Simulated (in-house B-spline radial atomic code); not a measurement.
## Tb IV (Tb3+): [Ar] 3d10 4s1 4p6 4d10 4f9 5s2 5p6 (with a hole in an inner shell)

Level of theory: Dirac-Kohn-Sham PBE, spherical fractional occupations, Fermi nucleus of rms radius 5.06 fm; calculated with a radial B-spline atomic code at the basis-set limit.

Z_r = [3n² - l(l+1)]/(2<r>); Z_e = n√(-2ε); the last column is Slater's effective charge. Values are occupation-weighted means over j. An effective charge above Z reflects the relativistic contraction of the inner shells.

| shell | electrons | ε (eV) | <r> (bohr) | Z_r | Z_e | Slater |
| --- | --- | --- | --- | --- | --- | --- |
| 1s | 2 | -51840 | 0.02151 | 69.74 | 61.73 | 64.70 |
| 2s | 2 | -8622.6 | 0.09095 | 65.97 | 50.35 | 60.85 |
| 2p | 6 | -7699.3 | 0.08051 | 62.10 | 47.58 | 60.85 |
| 3s | 2 | -1941.3 | 0.2389 | 56.52 | 35.84 | 53.75 |
| 3p | 6 | -1653.3 | 0.2373 | 52.68 | 33.07 | 53.75 |
| 3d | 10 | -1262.5 | 0.2164 | 48.52 | 28.90 | 43.85 |
| 4s | 1 | -412.28 | 0.54 | 44.45 | 22.02 | 37.60 |
| 4p | 6 | -316.48 | 0.5706 | 40.31 | 19.29 | 37.60 |
| 4d | 10 | -181.22 | 0.6193 | 33.91 | 14.60 | 26.85 |
| 5s | 2 | -76.669 | 1.295 | 28.96 | 11.87 | 12.45 |
| 5p | 6 | -53.077 | 1.496 | 24.40 | 9.88 | 12.45 |
| 4f | 9 | -35.786 | 0.8103 | 22.21 | 6.49 | 17.20 |

The least bound orbital is 4f7/2 at -35.41 eV, while the most diffuse is 5p3/2 (<r> = 1.525 bohr against 0.8149 bohr): energy order and size order differ. The part-filled 4s shell lies below the filled 5p shell in orbital energy.

Spin-orbit splittings of the orbital energies (j = l + 1/2 above j = l - 1/2 when positive): 2p 746.8 eV, 3p 154.3 eV, 3d 33.68 eV, 4p 34.6 eV, 4d 6.299 eV, 5p 4.877 eV, 4f 0.8838 eV.

For the 1s electron the small component carries 5.88 % of the norm, the zero-frequency Breit interaction raises the level by 158.6 eV, self-energy by 95.48 eV, and vacuum polarisation lowers it by 15.8 eV.
